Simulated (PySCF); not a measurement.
B2F3, SMILES F[B]B(F)F (connectivity only; charge and spin as stated), charge +1, multiplicity 1.

Geometry: PBE0-D3(BJ)/def2-SVP. The spin state was assumed, not searched. The isomer is the one that the SMILES or the coordinates give; other isomers of the formula were not compared. The values are those of a single conformer.

Calculation: PBE0-D3(BJ)/def2-SVP in PySCF 2.14.0.

Frequencies are harmonic and unscaled.

Computed harmonic wavenumbers and intensities:
```tsv
mode	ν (cm⁻¹)	IR (km/mol)	moving atoms (share of kinetic energy)
1	126	9.3	F 86 %, B 14 %
2	247	74.3	B 73 %, F 27 %
3	367	17.6	F 85 %, B 15 %
4	466	43.6	B 77 %, F 23 %
5	587	6.0	B 90 %, F 10 %
6	620	54.7	F 68 %, B 32 %
7	1230	273.3	B 55 %, F 45 %
8	1647	293.5	B 74 %, F 26 %
9	1780	101.1	B 70 %, F 30 %
```
